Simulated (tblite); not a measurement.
Compound: C3H10O3SSi.
Atom-mapped SMILES: `[CH3:1][O:2][Si@@H:3]([OH:4])[O:5][CH2:6][CH2:7][SH:8]` (hydrogens: H9, H10, H11 on C1; H12 on Si3; H13 on O4; H14, H15 on C6; H16, H17 on C7; H18 on S8)

Computed with GFN2-xTB (tblite), gas phase: L-BFGS steps from a force-field or distance-geometry start until the largest atomic force falls under 0.01 eV/Å.

Step 73: E = -784.6649 eV
```
atom  x, y, z in Å  |  force x, y, z in eV/Å
C1      3.0900   -0.2975    1.0365   -0.004  -0.011  -0.009
O2      1.7496   -0.3330    0.6377   -0.026  -0.012  -0.006
Si3     0.8499    0.8571    0.0109    0.006   0.015  -0.009
O4      1.5371    1.5162   -1.3010   -0.072  -0.008  -0.169
O5     -0.5348    0.1911   -0.5053   -0.006   0.020  -0.009
C6     -1.4165   -0.5887    0.2484    0.002   0.001   0.006
C7     -2.6629   -0.8755   -0.5696   -0.001  -0.001  -0.002
S8     -3.6614    0.6350   -0.8047    0.009  -0.018   0.013
H9      3.6958    0.2600    0.3210   -0.010   0.035   0.006
H10     3.1757    0.1689    2.0203    0.026   0.017  -0.009
H11     3.4501   -1.3250    1.0897    0.000  -0.026   0.020
H12     0.6109    1.9113    0.9922    0.008  -0.012  -0.021
H13     1.0489    1.5878   -2.1214    0.085   0.009   0.191
H14    -1.6857   -0.0599    1.1695   -0.005  -0.018   0.018
H15    -0.9320   -1.5332    0.5203    0.019   0.002   0.007
H16    -3.3011   -1.5893   -0.0525   -0.041   0.014  -0.014
H17    -2.3940   -1.2624   -1.5523    0.003  -0.001   0.001
H18    -2.6281    1.3968   -1.1513    0.005  -0.007  -0.014
```

Step 74: E = -784.6662 eV
```
atom  x, y, z in Å  |  force x, y, z in eV/Å
C1      3.0860   -0.2956    1.0356    0.008  -0.022  -0.005
O2      1.7456   -0.3468    0.6315    0.044   0.027   0.031
Si3     0.8507    0.8502    0.0091    0.033  -0.001  -0.027
O4      1.5466    1.5058   -1.3004   -0.041  -0.022  -0.088
O5     -0.5405    0.1968   -0.5039   -0.007   0.043  -0.034
C6     -1.4190   -0.5873    0.2489   -0.003  -0.003  -0.005
C7     -2.6658   -0.8754   -0.5676   -0.002  -0.022  -0.011
S8     -3.6643    0.6346   -0.8053    0.036  -0.018   0.004
H9      3.6892    0.2663    0.3205   -0.032   0.020   0.006
H10     3.1692    0.1768    2.0184   -0.012  -0.015  -0.050
H11     3.4577   -1.3197    1.0922   -0.018   0.001   0.023
H12     0.6242    1.9060    0.9889   -0.005   0.011   0.011
H13     1.0558    1.5989   -2.1144    0.040   0.017   0.102
H14    -1.6906   -0.0616    1.1700    0.010  -0.013   0.047
H15    -0.9265   -1.5288    0.5136   -0.006  -0.020   0.036
H16    -3.3065   -1.5884   -0.0525   -0.023   0.014   0.000
H17    -2.3930   -1.2657   -1.5475   -0.013   0.007  -0.027
H18    -2.6276    1.3939   -1.1487   -0.008  -0.003  -0.014
```

Step 75: E = -784.6666 eV
```
atom  x, y, z in Å  |  force x, y, z in eV/Å
C1      3.0872   -0.2962    1.0363    0.009  -0.016  -0.006
O2      1.7469   -0.3477    0.6327    0.034   0.031   0.028
Si3     0.8515    0.8480    0.0085    0.033   0.001  -0.030
O4      1.5490    1.4979   -1.3032   -0.063  -0.015  -0.123
O5     -0.5406    0.1959   -0.5041   -0.010   0.038  -0.021
C6     -1.4203   -0.5868    0.2494    0.005   0.002  -0.003
C7     -2.6664   -0.8754   -0.5677    0.005  -0.026  -0.010
S8     -3.6649    0.6341   -0.8065    0.039  -0.012   0.002
H9      3.6900    0.2658    0.3210   -0.031   0.022   0.004
H10     3.1701    0.1766    2.0189   -0.010  -0.014  -0.047
H11     3.4598   -1.3197    1.0930   -0.020  -0.004   0.024
H12     0.6245    1.9074    0.9846   -0.004   0.003   0.013
H13     1.0497    1.6098   -2.1107    0.065   0.010   0.134
H14    -1.6922   -0.0595    1.1699    0.015  -0.021   0.039
H15    -0.9281   -1.5286    0.5148   -0.010  -0.013   0.040
H16    -3.3067   -1.5894   -0.0535   -0.024   0.017  -0.001
H17    -2.3913   -1.2654   -1.5471   -0.017   0.006  -0.031
H18    -2.6270    1.3932   -1.1481   -0.015  -0.006  -0.013
```

Step 76: E = -784.6680 eV
```
atom  x, y, z in Å  |  force x, y, z in eV/Å
C1      3.0897   -0.2983    1.0374    0.009   0.016  -0.008
O2      1.7484   -0.3475    0.6388   -0.014   0.030   0.007
Si3     0.8535    0.8443    0.0071    0.016   0.006  -0.018
O4      1.5540    1.4759   -1.3116   -0.081  -0.002  -0.154
O5     -0.5432    0.1972   -0.5021   -0.019   0.005   0.033
C6     -1.4240   -0.5865    0.2521    0.033   0.008   0.007
C7     -2.6678   -0.8766   -0.5685    0.033  -0.025  -0.004
S8     -3.6629    0.6331   -0.8104    0.035   0.011  -0.005
H9      3.6896    0.2650    0.3213   -0.016   0.019  -0.010
H10     3.1741    0.1750    2.0185    0.002  -0.005  -0.012
H11     3.4634   -1.3209    1.0939   -0.024  -0.019   0.017
H12     0.6257    1.9176    0.9706    0.002  -0.030   0.013
H13     1.0347    1.6358   -2.0987    0.094   0.001   0.143
H14    -1.6969   -0.0585    1.1735    0.027  -0.043  -0.003
H15    -0.9316   -1.5295    0.5167   -0.017   0.020   0.041
H16    -3.3095   -1.5923   -0.0582   -0.019   0.022  -0.002
H17    -2.3854   -1.2641   -1.5468   -0.029  -0.003  -0.034
H18    -2.6205    1.3901   -1.1452   -0.030  -0.011  -0.010
```

**Question.** Estimate the geometry and energy of step 77. (The exact step hangs on the optimiser's Hessian estimate; all steps are aligned on step 76, rigid shifts and turns removed.)

**Answer.** E = -784.6687 eV, largest force 0.061 eV/Å
```
atom  x, y, z in Å  |  force x, y, z in eV/Å
C1      3.0896   -0.2991    1.0367    0.003   0.027  -0.006
O2      1.7475   -0.3462    0.6413   -0.030   0.022  -0.002
Si3     0.8540    0.8447    0.0065   -0.008   0.005   0.002
O4      1.5546    1.4713   -1.3140    0.000  -0.020  -0.058
O5     -0.5453    0.2002   -0.4999   -0.017  -0.013   0.051
C6     -1.4246   -0.5870    0.2534    0.033   0.001   0.011
C7     -2.6677   -0.8779   -0.5688    0.037  -0.012  -0.001
S8     -3.6603    0.6329   -0.8115    0.016   0.017  -0.005
H9      3.6871    0.2661    0.3206   -0.004   0.007  -0.020
H10     3.1753    0.1745    2.0169    0.006   0.000   0.012
H11     3.4627   -1.3220    1.0940   -0.025  -0.012   0.006
H12     0.6270    1.9227    0.9659    0.005  -0.039   0.013
H13     1.0342    1.6399   -2.0948    0.024   0.025   0.027
H14    -1.6982   -0.0622    1.1770    0.027  -0.042  -0.022
H15    -0.9318   -1.5303    0.5168   -0.010   0.028   0.033
H16    -3.3120   -1.5924   -0.0601   -0.008   0.020  -0.003
H17    -2.3841   -1.2637   -1.5474   -0.028  -0.009  -0.027
H18    -2.6167    1.3884   -1.1442   -0.022  -0.005  -0.012
```

The energy changes by -0.0007 eV. The first-order estimate −F·Δx gives -0.0011 eV and the mean of the old and new forces, exact on a quadratic surface, -0.0007 eV. The step makes an angle of 75° with the force vector and moves no atom by more than 0.007 Å.

The cost below is that of the whole relaxation. Time: 1.8 s wall. Hardware: an Arm Neoverse N1 with one thread, shared host with 64 logical CPUs at a one-minute load of 60.
